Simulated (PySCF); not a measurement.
From one molecule to another.

First species: CH10N2OSi3.
Cartesian coordinates in Å at the GFN2-xTB level; atoms count from 1:
```
atom  x, y, z in Å
O1     3.4616   -0.8823    0.0039
C2     3.0425    0.0857    0.5907
N3     1.7411    0.3893    0.6144
Si4    0.7159   -0.7329   -0.2621
N5    -0.8883   -0.0804   -0.1032
Si6   -2.2059   -1.2102    0.0762
Si7   -1.2427    1.5952   -0.4450
H8     3.7030    0.7785    1.1426
H9     1.4207    1.1998    1.1173
H10    1.1362   -0.7528   -1.6601
H11    0.7789   -2.0198    0.4156
H12   -2.3872   -1.9386   -1.1812
H13   -3.3994   -0.4333    0.4034
H14   -1.8754   -2.1335    1.1587
H15    0.0086    2.3006   -0.7242
H16   -2.1330    1.6846   -1.6038
H17   -1.8838    2.1620    0.7460
```

Second species: C2H6F5NSi2.
SMILES: `N[SiH2][SiH2]C(F)(F)C(F)(F)F`

Levels: PBE0/pcSseg-1 for dipole moment, HOMO energy, LUMO energy and HOMO–LUMO gap; GFN2-xTB for rotational constant A and rotational constant C. Geometries: GFN2-xTB. Each species is one conformer at its optimised geometry, gas phase, non-relativistic unless stated; the electronic structure was computed with PySCF and density fitting.

The conformers computed, where there is a choice (atom-mapped SMILES and torsion angles):
- `[O:1]=[CH:2][NH:3][SiH2:4][N:5]([SiH3:6])[SiH3:7]`: O1–C2–N3–Si4 0°, C2–N3–Si4–N5 -178°, N3–Si4–N5–Si6 -143°
- `[NH2:1][SiH2:2][SiH2:3][C:4]([F:5])([F:6])[C:7]([F:8])([F:9])[F:10]`: N1–Si2–Si3–C4 175°, Si2–Si3–C4–F5 -58°, Si3–C4–C7–F8 180°, H–N1–Si2–Si3 168°, H–N1–Si2–Si3 -53°

Values for the first species:

- Dipole moment: 3.46 D
- HOMO energy: -7.57 eV
- LUMO energy: -0.16 eV
- HOMO–LUMO gap: 7.41 eV
- Rotational constant A: 2.637 GHz
- Rotational constant C: 0.659 GHz

**Question.** Estimate the same properties for the second species, and the change in each.

**Answer.** 
| property | first | second | second less first |
| --- | --- | --- | --- |
| dipole moment | 3.46 D | 4.01 D | +0.55 D |
| HOMO energy | -7.57 eV | -7.72 eV | -0.15 eV |
| LUMO energy | -0.16 eV | -0.92 eV | -0.76 eV |
| HOMO–LUMO gap | 7.41 eV | 6.80 eV | -0.61 eV |
| rotational constant A | 2.637 GHz | 2.040 GHz | -0.597 GHz |
| rotational constant C | 0.659 GHz | 0.469 GHz | -0.190 GHz |

On the first: A dipole of 3.46 D is allowed in C1, and pure rotational transitions are dipole-allowed. The dipole equals about 11.5 × 10⁻³⁰ C·m (1 D = 3.33564 × 10⁻³⁰ C·m).

On the second: The dipole matches unit charges of opposite sign 0.83 Å apart (1 e·Å = 4.8032 D). A dipole of 4.01 D is allowed in C1, and pure rotational transitions are dipole-allowed.
